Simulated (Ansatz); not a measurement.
Cost and result for the atomization energy of `C[SiH]1B[SiH2]1` (11 atoms, 11 bonds).

```xyz
11

C     0.788   -0.459    1.498
Si    0.031   -0.998   -0.122
B     0.046   -0.129   -1.788
Si   -0.684    1.422   -1.039
H     0.049   -0.446    2.302
H     1.559   -1.186    1.772
H     1.254    0.523    1.424
H    -0.599   -2.338    0.067
H    -0.377   -0.622   -2.787
H    -0.249    2.013    0.252
H    -1.818    2.221   -1.579
```

The species carries charge 0 and has multiplicity 1. The structure was optimised at the PBE0-D4/def2-TZVP level. Program: Ansatz. All runs use 2 threads of an Arm Neoverse V1 on a shared host. Times are those of one run each, without the atoms' runs, and a repeat can differ threefold. Electronic energies, without spin–orbit coupling; frozen cores. CCSD(T)/CBS adds CCSD(T) − MP2 in def2-TZVPP to the MP2 limit, and its time is that of the two runs behind it. T1 = 0.013. B3LYP takes the VWN-RPA correlation (the form of Gaussian; ORCA's B3LYP/G). HSE06 is the plane-wave form, built on full-range PBE exchange.

CCSD(T)/CBS is a level of theory with its own doubt, some kJ/mol a heavy atom from the limit and from the frozen cores, so smaller differences don't rank the functionals.

```csv
level,functions,wall time
LDA (SPW92)/def2-TZVPP,244,2.2 s
revPBE-D4/def2-TZVPP,244,3.5 s
CCSD(T)/def2-SVP,99,4.6 s
HSE06-D4/def2-TZVPP,244,5 s
BHLYP-D4/def2-TZVPP,244,5.5 s
PBE0-D4/def2-TZVPP,244,6.5 s
r2SCAN-D4/def2-TZVPP (with forces),244,8 s
r2SCANh-D4/def2-TZVPP,244,8.5 s
B3LYP-D4/def2-TZVPP (with forces),244,9 s
ωB97X-V/def2-TZVPP,244,14 s
MP2/def2-QZVPP,464,46 s
CCSD(T)/def2-TZVPP,244,9.5 min
CCSD(T)/CBS(def2),–,10 min
```

(1) What atomization energy does each give, and how far from CCSD(T)/CBS? (Best estimate.)

Answers

(1) Ansatz gave: 
| level | atomization (kJ/mol) | difference from CCSD(T)/CBS | per bond |
| --- | --- | --- | --- |
| LDA (SPW92)/def2-TZVPP | 4034.9 | 457.6 | 41.6 |
| revPBE-D4/def2-TZVPP | 3558.6 | -18.7 | -1.7 |
| CCSD(T)/def2-SVP | 3380.3 | -197.0 | -17.9 |
| HSE06-D4/def2-TZVPP | 3595.9 | 18.6 | 1.7 |
| BHLYP-D4/def2-TZVPP | 3525.4 | -51.9 | -4.7 |
| PBE0-D4/def2-TZVPP | 3593.6 | 16.3 | 1.5 |
| r2SCAN-D4/def2-TZVPP (with forces) | 3615.9 | 38.6 | 3.5 |
| r2SCANh-D4/def2-TZVPP | 3601.5 | 24.2 | 2.2 |
| B3LYP-D4/def2-TZVPP (with forces) | 3588.8 | 11.5 | 1.0 |
| ωB97X-V/def2-TZVPP | 3596.7 | 19.4 | 1.8 |
| MP2/def2-QZVPP | 3554.6 | -22.7 | -2.1 |
| CCSD(T)/def2-TZVPP | 3493.8 | -83.5 | -7.6 |
| CCSD(T)/CBS(def2) | 3577.3 | 0.0 | 0.0 |

From BLYP to BHLYP (50 % exact exchange), in def2-TZVPP and without D4, the atomization energy moves by −14.7 kJ/mol: exact exchange takes away binding that semilocal exchange gives to molecules. At CCSD(T), def2-SVP lies −197.0 kJ/mol from the extrapolated value and def2-TZVPP −83.5 kJ/mol: correlation converges slowly with the basis, and small sets miss more of it in the bonded molecule than in its fragments. The D4 term adds +39.0 kJ/mol with B3LYP and +20.4 kJ/mol with PBE0; it sums over pairs of atoms, weighted by their polarisabilities, and B3LYP, whose exchange is more repulsive, gets the larger term.
